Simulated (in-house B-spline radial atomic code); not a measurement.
The numbers below are computed, except where a source is named.
# Correlation energy from the adiabatic connection: ω²r²/2 − Z/r, ω = 0.0426, Z = 0.7

Two electrons in a singlet, external potential ω²r²/2 − Z/r, ω = 0.0426, Z = 0.7 (atomic units). Full CI in B-splines (partial waves to l = 8, correlation up to 0.6 % small) with the density held fixed gives W(λ) = <V_ee>_λ − U, and E_c is the integral of W(λ) − W(0) from 0 to 1.

```json
{"λ": "0", "W(λ) − W(0) (hartree)": "0.00000"}
{"λ": "0.02", "W(λ) − W(0) (hartree)": "-0.00213"}
{"λ": "0.05", "W(λ) − W(0) (hartree)": "-0.00520"}
{"λ": "0.12", "W(λ) − W(0) (hartree)": "-0.01178"}
{"λ": "0.25", "W(λ) − W(0) (hartree)": "-0.02217"}
{"λ": "0.4", "W(λ) − W(0) (hartree)": "-0.03180"}
{"λ": "0.6", "W(λ) − W(0) (hartree)": "-0.04177"}
{"λ": "0.8", "W(λ) − W(0) (hartree)": "-0.04942"}
{"λ": "1", "W(λ) − W(0) (hartree)": "-0.05547"}
```

Question: Integrate the table by the trapezoid rule.

Answer: The strips give -0.00002, -0.00011, -0.00059, -0.00221, -0.00405, -0.00736, -0.00912, -0.01049, which sum to -0.03395 hartree. The direct value, W(1) − W(0) + T_c with T_c = 0.02136, is -0.03410; the curve is convex, so chords lie above it and the trapezoids fall short in size by 0.46 %.

Question: Now use only three numbers: W(0) = -0.27162, the initial slope W'(0) = -0.1085 (extrapolated from the first points) and the strong-coupling limit of the point-charge-plus-continuum model, W∞ = -0.38826. What do second-order theory and the interpolation W(λ) = W∞ + (W(0) − W∞)/√(1 + 2χλ) of Seidl, Perdew and Levy give?

Answer: Second order keeps the slope alone: E_c = W'(0)/2 = -0.05425, +59 % in size against -0.03410. Matching the slope fixes χ = W'(0)/(W∞ − W(0)) = -0.1085/(-0.11664) = 0.93021. Integrating, with s = √(1 + 2χ) = 1.691279, E_c = −(W(0) − W∞)(s − 1)/(s + 1) = −0.11664 × 0.691279/2.691279 = -0.02996 hartree, -12.1 % in size against the full result. At λ = 1 the formula gives W − W(0) = -0.04767 against -0.05547. Part of the miss can come from the model's W∞.
